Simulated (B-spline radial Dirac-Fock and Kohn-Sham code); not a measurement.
**Energy-loss ionisation edge L2 (2p1/2) of As**

System: the As atom, configuration [Ar] 3d10 4s2 4p3. These are calculated numbers from a radial atomic solver; the model is the first Born approximation with generalised oscillator strengths from a Dirac-Hartree-Slater potential (longitudinal and transverse terms; continuum final states only, so no white lines or fine structure). The edge is taken at 1359.1 eV (tabulated value).

Partial cross sections σ(β, Δ) in barn, integrated over a window Δ above the edge and up to the collection semi-angle β, for parallel illumination:

| E₀ (kV) | β (mrad) | Δ = 25 eV | Δ = 50 eV | Δ = 100 eV | Δ = 200 eV | Δ = 300 eV |
| --- | --- | --- | --- | --- | --- | --- |
| 60 | 10 | 19.8 | 41.1 | 80.5 | 142 | 187 |
| 60 | 50 | 105 | 219 | 437 | 801 | 1080 |
| 60 | 100 | 138 | 289 | 582 | 1080 | 1480 |
| 80 | 20 | 52.6 | 110 | 217 | 392 | 524 |
| 80 | 50 | 97.1 | 203 | 407 | 748 | 1020 |
| 80 | 100 | 120 | 252 | 507 | 945 | 1300 |
| 100 | 50 | 90.8 | 190 | 381 | 702 | 956 |
| 100 | 100 | ? | ? | ? | ? | ? |
| 120 | 5 | 11.1 | 23.0 | 45.0 | 79.6 | 104 |
| 200 | 5 | 16.3 | 33.9 | 66.8 | 119 | 157 |
| 200 | 20 | 52.8 | 110 | 220 | 403 | 545 |
| 200 | 100 | 78.7 | 165 | 333 | 621 | 857 |
| 300 | 50 | 65.6 | 138 | 277 | 516 | 708 |
| 300 | 100 | 68.1 | 143 | 288 | 538 | 742 |

Question: Give the row for 100 kV and 100 mrad.

Answer: 108 b for 25 eV, 226 b for 50 eV, 455 b for 100 eV, 849 b for 200 eV, 1170 b for 300 eV.
